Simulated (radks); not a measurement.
Results of a calculation; reference values are marked as such.
The ytterbium ion Yb25+, configuration [Kr] 4d9. Level of theory: scalar-relativistic Kohn-Sham, BLYP, spin-polarised, spherical densities, finite nucleus; open shells are filled with parallel spins first (spin-orbit coupling, left out, can overturn this in heavy ions); Fermi nuclear charge, rms radius 5.3108 fm (a radial shooting solver on a logarithmic mesh with Libxc functionals). Some entries of the table are withheld. Estimate them.

orbital,occ.,eigenvalue (hartree),<r> (bohr),r(max) (bohr)
1s up,1,-2279.970,0.01966,0.01237
1s down,1,-2279.970,0.01966,0.01237
2s up,1,-411.2036,0.08337,0.07060
2s down,1,-411.1724,0.08337,0.07060
2p up,3,-365.9860,0.07417,0.05757
2p down,3,-365.9608,0.07417,0.05757
3s up,1,-115.9982,0.2162,0.1993
3s down,1,-115.9833,0.2161,0.1993
3p up,3,-102.3591,0.2155,0.1964
3p down,3,-102.3425,0.2154,0.1964
3d up,5,-85.79713,0.1953,0.1602
3d down,5,-85.77159,0.1953,0.1602
4s up,1,-44.52387,(1),(2)
4s down,1,-44.45027,(3),(4)
4p up,3,-39.71979,0.4788,0.4578
4p down,3,-39.64724,0.4789,0.4578
4d up,5,-33.50060,0.4895,(5)
4d down,4,-33.42877,0.4897,(6)

Answer. 
(1) 4s up <r> (bohr): 0.4606
(2) 4s up r(max) (bohr): 0.4423
(3) 4s down <r> (bohr): 0.4607
(4) 4s down r(max) (bohr): 0.4422
(5) 4d up r(max) (bohr): 0.4597
(6) 4d down r(max) (bohr): 0.4597
